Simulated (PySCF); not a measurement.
## Correlation energy of Cl³⁺ (chlorine, charge +3)

[Ne] 3s2 3p2, high-spin 3P determinant. Calculation: PySCF 2.14, in aug-cc-pwCVTZ (8s7p5d3f, 75 functions); no relativity, point nucleus. Frozen: 1s2; 12 electrons correlated.

| level | correlation energy (mhartree) |
| --- | --- |
| CCSD | -365.92 |
| (T) | -4.55 |
| CCSD(T) | -370.47 |

Diagnostics: T1 = 0.0053, D1 = 0.0218, largest double amplitude 0.098.

Cost of the coupled-cluster step: of the order of 30 core-seconds, for 12 correlated electrons.
